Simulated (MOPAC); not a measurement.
MOPAC input (PM3):

```
PM3 1SCF UHF MS=0.5 GEO-OK AUX(PRECISION=9) THREADS=1
C2H8NSi

C     1.14107200 1   -1.23853600 1    0.56627100 1
Si    0.02888600 1   -0.08673500 1   -0.42960300 1
C    -1.75960100 1   -0.18757900 1    0.15904900 1
N     0.57383900 1    1.53640500 1   -0.12235300 1
H     0.85290400 1   -2.28035200 1    0.41508600 1
H     1.06246400 1   -1.00863800 1    1.63347400 1
H     2.18748100 1   -1.13806200 1    0.27161400 1
H    -2.16605600 1   -1.18653800 1   -0.00874200 1
H    -2.39634700 1    0.52272600 1   -0.37190400 1
H    -1.81721900 1    0.03471400 1    1.22919900 1
H     1.55456300 1    1.75671700 1   -0.21659800 1
H     0.01210400 1    2.31557200 1   -0.43314200 1
```

From the output:

```
                                                       MOPAC v23.2.5 Linux

          FINAL HEAT OF FORMATION =        -21.87848 KCAL/MOL =     -91.53954 KJ/MOL

          COSMO AREA              =        122.91 SQUARE ANGSTROMS
          COSMO VOLUME            =        113.72 CUBIC ANGSTROMS

          IONIZATION POTENTIAL    =          7.156551 EV
          ALPHA SOMO LUMO (EV)    =         -7.157  0.666
          BETA  SOMO LUMO (EV)    =         -9.314 -1.020
          NO. OF ALPHA ELECTRONS  =         13
          NO. OF BETA  ELECTRONS  =         12
          MOLECULAR WEIGHT        =         74.1774         POINT GROUP:  Cs

          MOLECULAR DIMENSIONS (Angstroms)

            Atom       Atom       Distance
            H     9    H     7     4.91770
            H    11    H     5     4.06964
            H    10   Si     2     1.79357

          SCF CALCULATIONS        =          1

   ATOM   CHEMICAL          X               Y               Z
  NUMBER   SYMBOL      (ANGSTROMS)     (ANGSTROMS)     (ANGSTROMS)

     1       C          1.14107200  *  -1.23853600  *   0.56627100  *
     2      Si          0.02888600  *  -0.08673500  *  -0.42960300  *
     3       C         -1.75960100  *  -0.18757900  *   0.15904900  *
     4       N          0.57383900  *   1.53640500  *  -0.12235300  *
     5       H          0.85290400  *  -2.28035200  *   0.41508600  *
     6       H          1.06246400  *  -1.00863800  *   1.63347400  *
     7       H          2.18748100  *  -1.13806200  *   0.27161400  *
     8       H         -2.16605600  *  -1.18653800  *  -0.00874200  *
     9       H         -2.39634700  *   0.52272600  *  -0.37190400  *
    10       H         -1.81721900  *   0.03471400  *   1.22919900  *
    11       H          1.55456300  *   1.75671700  *  -0.21659800  *
    12       H          0.01210400  *   2.31557200  *  -0.43314200  *

                             CARTESIAN COORDINATES

   1    C        1.141072000    -1.238536000     0.566271000
   2   Si        0.028886000    -0.086735000    -0.429603000
   3    C       -1.759601000    -0.187579000     0.159049000
   4    N        0.573839000     1.536405000    -0.122353000
   5    H        0.852904000    -2.280352000     0.415086000
   6    H        1.062464000    -1.008638000     1.633474000
   7    H        2.187481000    -1.138062000     0.271614000
   8    H       -2.166056000    -1.186538000    -0.008742000
   9    H       -2.396347000     0.522726000    -0.371904000
  10    H       -1.817219000     0.034714000     1.229199000
  11    H        1.554563000     1.756717000    -0.216598000
  12    H        0.012104000     2.315572000    -0.433142000

           Empirical Formula: C2 H8 N Si  =    12 atoms

      MOLECULAR POINT GROUP   :   Cs

          ALPHA EIGENVALUES
 -29.82253 -28.08030 -27.68490 -15.62355 -14.89210 -14.03759 -13.81315 -13.31964
 -13.17650 -11.54117 -10.75426 -10.65728  -7.15655   0.66580   1.24015   1.26769
   4.22162   4.62634   4.66263   4.72135   4.72400   4.75633   4.78386   5.31691

           BETA EIGENVALUES
 -29.77144 -28.02223 -27.57736 -15.56229 -14.82611 -13.91919 -13.54421 -13.23579
 -13.12874 -11.37750 -10.60842  -9.31414  -1.01970   1.14151   1.62459   1.76700
   4.27068   4.65334   4.69730   4.74659   4.76354   4.76961   4.81701   5.35467

              NET ATOMIC CHARGES AND DIPOLE CONTRIBUTIONS

  ATOM NO.   TYPE          CHARGE      No. of ELECS.   s-Pop       p-Pop
    1          C          -0.301980        4.3020     1.15973     3.14225
    2         Si           0.279013        3.7210     1.23472     2.48626
    3          C          -0.301981        4.3020     1.15973     3.14225
    4          N          -0.129001        5.1290     1.38676     3.74224
    5          H           0.063205        0.9368     0.93680
    6          H           0.060539        0.9395     0.93946
    7          H           0.057614        0.9424     0.94239
    8          H           0.063205        0.9368     0.93680
    9          H           0.057614        0.9424     0.94239
   10          H           0.060540        0.9395     0.93946
   11          H           0.045616        0.9544     0.95438
   12          H           0.045616        0.9544     0.95438
 DIPOLE           X         Y         Z       TOTAL
 POINT-CHG.     0.248     0.387    -0.766     0.893
 HYBRID         0.054     0.543     1.015     1.152
 SUM            0.302     0.929     0.248     1.008

          ATOMIC ORBITAL ELECTRON POPULATIONS

     Atom    s        px        py        pz
    1  C   1.15973   1.04804   1.05851   1.03571
    2 Si   1.23472   0.80570   0.74375   0.93682
    3  C   1.15973   1.08140   1.03379   1.02706
    4  N   1.38676   1.02264   1.07169   1.64790
    5  H   0.93680
    6  H   0.93946
    7  H   0.94239
    8  H   0.93680
    9  H   0.94239
   10  H   0.93946
   11  H   0.95438
   12  H   0.95438

                    (SZ)    =    0.500000
                    (S**2)  =    0.760327

          ATOMIC ORBITAL SPIN POPULATIONS

    Atom   Total    s     px     py     pz
         Atomic
    1  C  0.0107  0.001  0.001 -0.002  0.009
    2 Si  0.7306  0.183  0.023  0.039  0.486
    3  C  0.0107  0.001  0.005  0.000  0.004
    4  N  0.2233 -0.014  0.004  0.019  0.214
    5  H -0.0004 -0.000
    6  H  0.0224  0.022
    7  H -0.0014 -0.001
    8  H -0.0004 -0.000
    9  H -0.0014 -0.001
   10  H  0.0224  0.022
   11  H -0.0082 -0.008
   12  H -0.0082 -0.008

 **********************
 *                    *
 * JOB ENDED NORMALLY *
 *                    *
 **********************

 == MOPAC DONE ==
```

The geometry given is a B3LYP-D3(BJ)/def2-TZVP minimum.
